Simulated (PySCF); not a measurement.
Record of a relaxation.

CH10B2NP.
Numbering: `[BH2:1][NH:2][CH2:3][BH2-:4][PH3+:5]` (hydrogens: H6, H7 on B1; H8 on N2; H9, H10 on C3; H11, H12 on B4; H13, H14, H15 on P5)

Computed by this run: PBE0-D3(BJ)/def2-SVP geometry optimisation, gas phase in PySCF; density fitting, grid level 1; the optimiser is geomeTRIC in internal coordinates, started from a GFN2-xTB structure with every atom displaced at random (about 0.01 Å). The frame can shift and turn from step to step; on so coarse a grid that alone can change the energy by a few meV, and forces under 0.02 eV/Å are noise.

Step 0: E = -13317.2097 eV, largest atomic force 2.322 eV/Å
```
atom  x, y, z in Å  |  force x, y, z in eV/Å
B1     -1.660    1.083    0.482   -0.581   1.314   0.142
N2     -1.279   -0.171    0.170    0.408  -1.207  -0.930
C3     -0.721   -0.663   -1.085    1.736   0.292   1.213
B4      0.889   -1.134   -0.879   -2.256   0.350   0.429
P5      1.657    0.369    0.003   -0.514  -0.101   0.055
H6     -2.097    1.338    1.553   -0.152   0.047   0.698
H7     -1.580    1.953   -0.333    0.107   0.297  -0.384
H8     -1.324   -0.903    0.851   -0.126  -0.432   0.618
H9     -1.323   -1.481   -1.426   -0.477  -0.895  -0.530
H10    -0.787    0.143   -1.800   -0.152   0.468  -0.601
H11     1.449   -1.275   -1.886    0.887  -0.131  -1.237
H12     1.003   -2.054   -0.120    0.183  -0.380   0.425
H13     2.998    0.438    0.225    1.451  -0.176   0.086
H14     1.504    1.625   -0.557   -0.216   0.638  -0.541
H15     1.256    0.715    1.289   -0.299  -0.085   0.557
```

Step 1: E = -13317.5135 eV, largest atomic force 0.346 eV/Å
```
atom  x, y, z in Å  |  force x, y, z in eV/Å
B1     -1.930    1.526    0.268    0.036  -0.088  -0.022
N2     -1.518    0.244   -0.060    0.096   0.061   0.207
C3     -0.862   -0.206   -1.279   -0.244  -0.123  -0.208
B4      0.678   -0.675   -1.091    0.217  -0.010  -0.269
P5      1.609    0.837   -0.270    0.102   0.225   0.191
H6     -2.372    1.746    1.373   -0.043  -0.025   0.025
H7     -1.807    2.410   -0.552   -0.003   0.035  -0.038
H8     -1.580   -0.483    0.649   -0.016   0.048  -0.063
H9     -1.435   -1.065   -1.698    0.198   0.199   0.027
H10    -0.955    0.609   -2.019    0.006  -0.093   0.045
H11     1.294   -0.846   -2.149   -0.145  -0.001   0.227
H12     0.860   -1.577   -0.283    0.021   0.003   0.021
H13     3.028    0.826   -0.097   -0.297  -0.121  -0.110
H14     1.449    2.111   -0.884    0.025  -0.125   0.025
H15     1.215    1.167    1.052    0.047   0.015  -0.058
```

Step 2: E = -13317.5297 eV, largest atomic force 0.117 eV/Å
```
atom  x, y, z in Å  |  force x, y, z in eV/Å
B1     -1.950    1.524    0.277   -0.041  -0.037  -0.051
N2     -1.513    0.255   -0.062    0.085  -0.041   0.050
C3     -0.858   -0.197   -1.283   -0.079  -0.013  -0.040
B4      0.678   -0.669   -1.084    0.079   0.046  -0.072
P5      1.615    0.842   -0.271   -0.036   0.049   0.070
H6     -2.419    1.704    1.379    0.006   0.020   0.005
H7     -1.844    2.425   -0.530    0.011  -0.001   0.003
H8     -1.577   -0.478    0.639   -0.015  -0.005  -0.006
H9     -1.416   -1.053   -1.707    0.006   0.039   0.004
H10    -0.947    0.612   -2.027    0.003   0.008   0.013
H11     1.292   -0.855   -2.129   -0.019  -0.004   0.063
H12     0.854   -1.563   -0.265    0.004   0.002   0.017
H13     3.022    0.775   -0.121   -0.029  -0.064  -0.039
H14     1.490    2.102   -0.906    0.010  -0.010  -0.009
H15     1.246    1.200    1.048    0.016   0.011  -0.009
```

Step 3: E = -13317.5332 eV, largest atomic force 0.151 eV/Å
```
atom  x, y, z in Å  |  force x, y, z in eV/Å
B1     -1.968    1.508    0.268   -0.051   0.019   0.058
N2     -1.517    0.238   -0.048    0.022   0.106  -0.075
C3     -0.863   -0.187   -1.279    0.072  -0.123   0.048
B4      0.677   -0.651   -1.081   -0.072   0.061   0.050
P5      1.622    0.848   -0.263   -0.093  -0.042  -0.032
H6     -2.447    1.712    1.362    0.009  -0.005  -0.004
H7     -1.855    2.394   -0.555   -0.002  -0.008   0.012
H8     -1.581   -0.496    0.650    0.008  -0.015  -0.017
H9     -1.411   -1.039   -1.714   -0.058  -0.059  -0.038
H10    -0.960    0.630   -2.011    0.000   0.039   0.021
H11     1.290   -0.835   -2.119    0.062  -0.007  -0.050
H12     0.854   -1.548   -0.264    0.001   0.002   0.010
H13     3.022    0.726   -0.144    0.093  -0.018   0.010
H14     1.527    2.107   -0.903    0.009   0.040  -0.012
H15     1.285    1.218    1.060   -0.001   0.010   0.019
```

Step 4: E = -13317.5355 eV, largest atomic force 0.120 eV/Å
```
atom  x, y, z in Å  |  force x, y, z in eV/Å
B1     -1.993    1.503    0.278    0.028   0.041  -0.038
N2     -1.521    0.247   -0.060   -0.016  -0.041   0.040
C3     -0.861   -0.184   -1.285    0.044   0.000   0.017
B4      0.677   -0.646   -1.074   -0.092   0.047   0.061
P5      1.633    0.850   -0.267   -0.046  -0.038  -0.044
H6     -2.472    1.685    1.376    0.003  -0.025  -0.010
H7     -1.891    2.405   -0.529   -0.009   0.004  -0.002
H8     -1.583   -0.495    0.630    0.003  -0.014   0.021
H9     -1.410   -1.037   -1.720   -0.037  -0.029  -0.023
H10    -0.953    0.633   -2.018    0.009   0.030  -0.006
H11     1.302   -0.844   -2.104    0.050  -0.008  -0.051
H12     0.846   -1.535   -0.245    0.005   0.002   0.004
H13     3.031    0.695   -0.148    0.052   0.002   0.017
H14     1.566    2.103   -0.924    0.010   0.023   0.001
H15     1.304    1.244    1.051   -0.004   0.007   0.013
```

Step 5: E = -13317.5363 eV, largest atomic force 0.031 eV/Å
```
atom  x, y, z in Å  |  force x, y, z in eV/Å
B1     -1.994    1.502    0.274   -0.005  -0.018   0.016
N2     -1.521    0.245   -0.060    0.001  -0.021  -0.013
C3     -0.861   -0.184   -1.286    0.000  -0.008  -0.011
B4      0.675   -0.644   -1.073   -0.026   0.013   0.012
P5      1.634    0.852   -0.268    0.005  -0.011  -0.014
H6     -2.472    1.671    1.374   -0.007   0.024   0.000
H7     -1.899    2.407   -0.531    0.003  -0.011   0.002
H8     -1.583   -0.497    0.632    0.005   0.009   0.007
H9     -1.413   -1.036   -1.724   -0.001   0.010  -0.006
H10    -0.953    0.636   -2.016    0.004   0.007   0.001
H11     1.306   -0.843   -2.102    0.011  -0.005  -0.009
H12     0.842   -1.530   -0.242    0.011   0.002   0.002
H13     3.034    0.689   -0.142   -0.007   0.003   0.006
H14     1.577    2.105   -0.926    0.008   0.000   0.006
H15     1.303    1.249    1.049   -0.002   0.004   0.001
```

Step 6: E = -13317.5366 eV, largest atomic force under 0.02 eV/Å
```
atom  x, y, z in Å  |  force x, y, z in eV/Å
B1     -1.997    1.497    0.274   -0.012  -0.005  -0.007
N2     -1.523    0.240   -0.059   -0.011  -0.002  -0.001
C3     -0.862   -0.183   -1.287   -0.012  -0.008  -0.006
B4      0.674   -0.640   -1.073    0.009  -0.005  -0.011
P5      1.635    0.852   -0.267    0.017   0.003   0.002
H6     -2.478    1.676    1.371    0.004  -0.003   0.003
H7     -1.903    2.397   -0.535    0.005   0.004   0.000
H8     -1.581   -0.502    0.633    0.008   0.004  -0.002
H9     -1.413   -1.033   -1.730    0.009   0.017   0.002
H10    -0.953    0.641   -2.013   -0.001  -0.002   0.008
H11     1.310   -0.839   -2.101   -0.010  -0.003   0.009
H12     0.842   -1.527   -0.242    0.010   0.002   0.001
H13     3.034    0.684   -0.136   -0.018   0.001   0.003
H14     1.588    2.107   -0.925    0.005  -0.005   0.003
H15     1.302    1.253    1.049   -0.003   0.002  -0.003
```

Question: Summarise the path.

Answer: The energy falls by 31.54 kJ/mol from step 0 to step 6; nine tenths of that is first reached at step 1. It falls at every step. The largest force goes from 2.322 to under 0.02 eV/Å. Among the bonds C3–B4 changes most, from 1.690 to 1.617 Å; the atoms move by 0.169 Å rms after alignment.

Question: Follow the three bonds and two angles with the largest change from start to end.

Answer: 
| step | E above end (kJ/mol) | largest force (eV/Å) | C3–B4 (Å) | B4–H11 (Å) | P5–H13 (Å) | P5–B4–H11 (°) | C3–B4–P5 (°) |
| --- | --- | --- | --- | --- | --- | --- | --- |
| 0 | 31.54 | 2.322 | 1.690 | 1.160 | 1.362 | 107.6 | 102.7 |
| 1 | 2.23 | 0.346 | 1.620 | 1.236 | 1.429 | 103.2 | 106.1 |
| 2 | 0.67 | 0.117 | 1.619 | 1.226 | 1.416 | 103.4 | 106.3 |
| 3 | 0.33 | 0.151 | 1.620 | 1.220 | 1.411 | 103.2 | 106.9 |
| 4 | 0.11 | 0.120 | 1.620 | 1.220 | 1.412 | 102.9 | 107.5 |
| 5 | 0.03 | 0.031 | 1.618 | 1.223 | 1.415 | 102.6 | 107.7 |
| 6 | 0.00 | under 0.02 | 1.617 | 1.224 | 1.415 | 102.4 | 107.8 |

What follows is the cost of the whole optimisation. The run took 38 s on one thread of an Arm Neoverse V2, no GPU, shared host with 96 logical CPUs at a one-minute load of 63, and the process peaked at 0.53 GiB of memory.
